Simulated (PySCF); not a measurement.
## Radial density of S (sulfur, neutral)

UHF, [Ne] 3s1 3p5, high-spin 3P determinant (an excited configuration). Computed with PySCF 2.14 in x2c-QZVPPall with one added diffuse shell each of s, p, d, f type (10s7p5d3f1g, 86 functions), with the spin-free X2C one-electron Hamiltonian (Gaussian nucleus).

```tsv
r (bohr)	4πr²ρ (e/bohr)	4πr²(ρα − ρβ)
0.00190	0.1319	0.0005
0.00319	0.3467	0.0012
0.00536	0.8881	0.0032
0.00902	2.176	0.0077
0.0152	4.951	0.0173
0.0255	9.906	0.0340
0.0429	15.98	0.0520
0.0722	18.23	0.0546
0.121	13.74	0.0676
0.204	13.13	0.2199
0.344	17.72	0.2994
0.578	9.670	-0.0124
0.972	2.778	0.7843
1.64	3.368	1.4295
2.75	1.317	0.2670
4.63	0.1149	-0.0298
7.78	0.001392	-0.0010
```

Densities and radii are taken from the X2C orbitals without a picture-change correction, which distorts them close to the nucleus.

Q: Where is the radial spin density 4πr²(ρα − ρβ) most negative, and why is it negative at all?

A: Around r = 4.63 bohr, down to -0.0298 e/bohr: exchange with the open shell polarises the paired shells in an unrestricted calculation.
